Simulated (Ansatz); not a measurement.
Frontier orbitals of `CC(F)(F)[SiH3]`.

Cartesian coordinates in Å:
```
C 0.314 -1.097 -0.881
C -0.280 -0.464 0.345
F 0.254 -1.072 1.458
F -1.627 -0.742 0.376
Si -0.054 1.438 0.532
H -0.130 -0.666 -1.779
H 0.115 -2.171 -0.862
H 1.393 -0.934 -0.903
H -0.682 2.102 -0.638
H -0.703 1.869 1.792
H 1.400 1.737 0.560
```

Charge 0, multiplicity 1. The geometry is a stationary point of PBE0-D4/def2-TZVP. Basis def2-TZVPP, Ansatz.

Orbital energies of one run (eV). Highest occupied ones, from the top: -10.03, -11.44, -11.45, -12.55, -12.90, -13.63, -13.66, -14.43, -15.49, -16.20, -17.18, -17.98, -20.26, -24.14. Empty: 1.13, 1.76, 1.98, 2.17, 2.97, 3.67.

Which functional gave them?
A. ωB97X-V
B. BHLYP
C. PBE0
D. r2SCAN

B. HOMO energies: BHLYP -10.03, PBE0 -8.55, r2SCAN -7.35, ωB97X-V -10.96 eV.
